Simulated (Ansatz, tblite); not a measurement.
Removing and adding an electron: (KSH)2 ring (K₂H₂S₂). Total charge 0; singlet. Geometry: PBE0-D4/def2-SVP. Ansatz, gas phase; energy differences of separate SCF runs; the oxidised species was run as a doublet alone; the reduced species was run as a doublet alone.

```xyz
6

K     1.645    1.132    0.428
S    -0.394    1.415   -1.788
K    -1.987   -0.468   -0.039
S     0.027   -0.704    2.204
H     0.118    0.505   -2.647
H     0.591   -1.879    1.843
```

The xTB rows come from tblite. HOMO above LUMO, or a gap near zero within one spin, warns that the state may not be the lowest or that an electron is smeared out.

**Question.** Estimate orbital energies and vertical ionisation energies and electron affinities at: GFN1-xTB; GFN2-xTB; PBE-D4/def2-TZVP; PBE-D4/def2-TZVPD; r2SCAN-D4/def2-TZVP; r2SCAN-D4/def2-TZVPD; PBE0-D4/def2-TZVP; PBE0-D4/def2-TZVPD.

**Answer.** 
```tsv
level	−HOMO (eV)	vertical IE (eV)	−LUMO (eV)	vertical EA (eV)	HOMO–LUMO gap (eV)	IE − EA (eV)	remarks
GFN1-xTB	9.08	11.43	6.43	4.93	2.64	6.50	–
GFN2-xTB	8.88	11.55	7.50	4.76	1.38	6.79	–
PBE-D4/def2-TZVP	4.22	6.83	1.30	–	2.92	–	–
PBE-D4/def2-TZVPD	4.29	–	1.32	0.35	2.97	–	HOMO above zero (-1 doublet), gap within one spin near zero (-1 doublet)
r2SCAN-D4/def2-TZVP	4.41	6.93	0.69	–	3.72	–	–
r2SCAN-D4/def2-TZVPD	4.46	–	0.71	0.20	3.74	–	HOMO above zero (-1 doublet), gap within one spin near zero (-1 doublet)
PBE0-D4/def2-TZVP	5.33	7.13	0.79	–	4.54	–	–
PBE0-D4/def2-TZVPD	5.39	–	0.81	0.24	4.57	–	HOMO above zero (-1 doublet)
```

   A HOMO above zero means that the electron is unbound at that level or that self-interaction error raises the level; the energy of removing that electron tells which. Raw xTB energy differences between charge states are shifted by several eV; the methods need an empirical correction for them.
